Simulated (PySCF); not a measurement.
GaCl3, SMILES [Cl][Ga]([Cl])[Cl]. Geometry: PBE-D3(BJ)/def2-SVP. The isomer is the one that the SMILES or the coordinates give; other isomers of the formula were not compared.

Computed equilibrium geometry at PBE-D3(BJ)/def2-SVP (PySCF confirms it by a frequency run) as bond lengths and angles, and its point group:
point group C2v.
Atoms: Ga1 Cl2 Cl3 Cl4. Bond lengths (Å): Ga1–Cl2 2.138, Ga1–Cl3 2.138, Ga1–Cl4 2.138. Angles (°): Cl2–Ga1–Cl3 120.0, Cl2–Ga1–Cl4 120.0, Cl3–Ga1–Cl4 120.0.
